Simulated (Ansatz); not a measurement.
The cluster K₃I₂⁺. The state is a singlet with charge 1. Geometry r2SCAN-D4/def2-SVP, basis def2-TZVP, Ansatz.

```tsv
atom	x (Å)	y (Å)	z (Å)
K1	-2.146	-0.034	1.523
K2	-0.099	0.261	-2.612
K3	4.155	-0.433	2.016
I4	-3.141	0.356	-1.526
I5	1.231	-0.149	0.600
```

```tsv
run	HOMO (eV)	LUMO (eV)
A	-8.39	-4.23
B	-8.00	-4.52
C	-7.36	-4.79
D	-7.57	-3.95
E	-8.15	-4.55
```

In the def2 sets I takes a core potential; there is no spin–orbit coupling. B3LYP takes the VWN-RPA correlation. HSE06 is defined as in plane-wave codes, on full-range PBE exchange. Another isomer (singlet) lies 0.25 eV lower at PBE0-D4/def2-TZVP; other spin states weren't run for this one.

**Question.** The runs used B3LYP, HSE06, PBE, PBE0, r2SCAN. Estimate which is which.

**Answer.** A PBE0 (25 % exact exchange); B HSE06 (range-separated); C PBE (0 % exact exchange); D r2SCAN (0 % exact exchange); E B3LYP (20 % exact exchange). Exact exchange lowers occupied and raises empty levels; among semilocal functionals meta-GGAs tend to open the gap a little, and such runs are hard to tell apart. The gap grows from 2.57 eV (PBE) to 4.16 eV (PBE0).
